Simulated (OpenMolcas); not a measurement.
Mn3+, Tc3+, Re3+: d⁴ down the group

```
Program             : OpenMolcas
Method              : CASSCF
Basis               : ANO-RCC-VTZP
Scalar Hamiltonian  : DKH2, point nucleus
Spin-orbit coupling : RASSI with atomic mean-field integrals over the reference wave functions, term energies averaged over their components
```

Active space for each ion: 4 electrons in 10 orbitals (d d).

Computed levels in cm-1 above ⁵D₀:

```
                               Level   Mn3+   Tc3+   Re3+
                                 ⁵D₁    102    325   2493
                                 ⁵D₂    303    907   5184
                                 ⁵D₃    595   1677   7685
                                 ⁵D₄    969   2586   9893
                                 ³H₄  22821  17672  18892
                                 ³H₅  23047  18438  22983
                                 ³H₆  23301  19141  24991
                              ³P₀(1)  24497  17792  17432
                              ³P₁(1)  25097  19561  23541
weight of ⁵D in the lowest level (%)    100     98     79
```

Mixed levels, with the weight of the term that names them: Re3+ ³H₄ (63 %), Re3+ ³P₀(1) (66 %).

Measured, with the error of the calculation in %. Measured levels: Mn3+ from Corliss and Sugar, J. Phys. Chem. Ref. Data 6, 1253 (1977); Re3+ from the list in Brasseur, Gamrath and Quinet, At. Data Nucl. Data Tables 157, 101636 (2024).

```tsv
Level	Mn3+	Re3+
⁵D₁	99.0 (+3.5)	3084 (-19.2)
⁵D₂	287 (+5.7)	5979 (-13.3)
⁵D₃	552 (+7.7)	8350 (-8.0)
⁵D₄	886 (+9.4)	10121 (-2.3)
³H₄	21281 (+7.2)	16946 (+11.5)
³H₅	21475 (+7.3)	20930 (+9.8)
³H₆	21679 (+7.5)	22896 (+9.1)
³P₀(1)	20654 (+18.6)	
³P₁(1)	21279 (+17.9)	19340 (+21.7)
```

The fine-structure level ⁵D₄ changes by a factor of 10.2 from Mn3+ to Re3+.

Without spin-orbit coupling ³H lies 22513, 17023, 16227 cm-1 above ⁵D in that order; the difference to the level ³H₄, of either sign, comes from spin-orbit coupling, which also lowers the zero.

Without dynamic correlation excited terms often stand tens of per cent too high (terms of higher spin than the ground term too low), and those without a measured partner can miss by more than the paired ones. Active for correlation alone: 4d; no level in the range computed is led by a configuration that fills it, so any true level of that kind is missing (holds for Mn3+). Active for correlation alone: 5d; no level in the range computed is led by a configuration that fills it, so any true level of that kind is missing (holds for Tc3+). Active for correlation alone: 6d; no level in the range computed is led by a configuration that fills it, so any true level of that kind is missing (holds for Re3+). Computed and measured levels are paired by configuration, term and J; levels that our copy of the source lacks, or whose pairing is in doubt (as where it misses far off the trend of its configuration), stay unpaired and out of the deviations. Levels of configurations outside the active space are missing.

A number in round brackets counts repeated terms of one configuration in the order of the reference energies.
